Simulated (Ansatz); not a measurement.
Total energies of AsS2⁺ from Ansatz at PBE0-D4/def2-TZVP, gas phase (1 Eh = 27.2114 eV = 2625.5 kJ/mol). The reference geometry is relaxed at PBE0-D4/def2-TZVP.

Cartesian coordinates in Å:
```
As 1.021 -0.492 -0.421
S -0.004 1.212 0.311
S -1.017 -0.721 0.110
```

```json
{"state": "charge 1 singlet", "geometry": "reference", "energy (Eh)": "-3031.44711"}
{"state": "charge 0 doublet", "geometry": "reference", "energy (Eh)": "-3031.74372"}
{"state": "charge 1 triplet", "geometry": "relaxed at PBE0-D4/def2-TZVP", "energy (Eh)": "-3031.44321"}
{"state": "charge 1 quintet", "geometry": "relaxed at PBE0-D4/def2-TZVP", "energy (Eh)": "-3031.33687"}
```

Q: Work out the vertical electron affinity, to the doublet.

A: E(charge 1 singlet) − E(charge 0 doublet) = -3031.44711 − (-3031.74372) = 0.29661 Eh = 8.07 eV.

Q: Which of the charge 1 states is lowest, and how far above it are the others?

A: The singlet, but by less than the method's error, so the order isn't settled. triplet: -3031.44321 − (-3031.44711) = 0.00390 Eh = 10.2 kJ/mol; quintet: -3031.33687 − (-3031.44711) = 0.11024 Eh = 289.4 kJ/mol. The quintet differs in its bonds from the reference.

The structure comes from a short search, and lower isomers may exist.
